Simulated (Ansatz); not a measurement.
Isolated molecules relaxed with PBE0-D4/def2-TZVP in Ansatz; ΔE leaves out vibrations. CCSD(T)/CBS is the MP2 limit (def2-TZVPP, def2-QZVPP) plus CCSD(T) − MP2 in def2-TZVPP, frozen cores. This one scheme is used for every species, atoms too. Functionals use def2-TZVPP. Open shells (•) are unrestricted, without spin–orbit coupling. Spin–orbit coupling would lower the free atoms: a little for C, Cl, O, Si.

Reaction (atomization): `ClC1O[SiH2]1` → C• + Cl• + 3 H• + O• + Si•

`ClC1O[SiH2]1`:

Z-matrix (Å, degrees):
```
C
O 1 1.432
Si 1 1.810 2 60.9
Cl 1 1.764 2 114.3 3 114.1
H 1 1.086 2 113.6 3 -119.7
H 3 1.475 1 120.2 2 100.6
H 3 1.478 1 123.0 2 -97.0
```

CCSD(T)/CBS gives +2373.1 kJ/mol.

(1) Another level gave +2361.5 kJ/mol. Which?
A. MP2/def2-TZVPP
B. revPBE-D4/def2-TZVPP
C. r2SCAN0-D4/def2-TZVPP
D. HF/def2-TZVPP

Largest T1 diagnostic among the species: 0.014.

Results:

(1) A. MP2/def2-TZVPP 2361.5, revPBE-D4 2368.9, r2SCAN0-D4 2328.2, HF/def2-TZVPP 1609.6 kJ/mol.

From PBE to PBE0 (25 % exact exchange), in def2-TZVPP and without D4, ΔE moves by −64.2 kJ/mol: exact exchange takes away binding that semilocal exchange gives to molecules. At CCSD(T), def2-SVP lies −197.1 kJ/mol from the extrapolated value and def2-TZVPP −80.2 kJ/mol: correlation converges slowly with the basis, and small sets miss more of it in the bonded molecule than in its fragments. Leaving LDA and LC-ωPBE aside and taking each functional with its dispersion term where it has one, the values, not all of them listed here, spread over 178.8 kJ/mol, from BHLYP-D4 to PBE-D4. LDA lies +358.7 kJ/mol from PBE without D4, its usual overbinding.

For atomizations the MP2-based limit and the directly extrapolated one differ by several kJ/mol either way, and by 10 to 25 for some Ge, Se and Sn compounds, so smaller differences from it don't rank the levels.
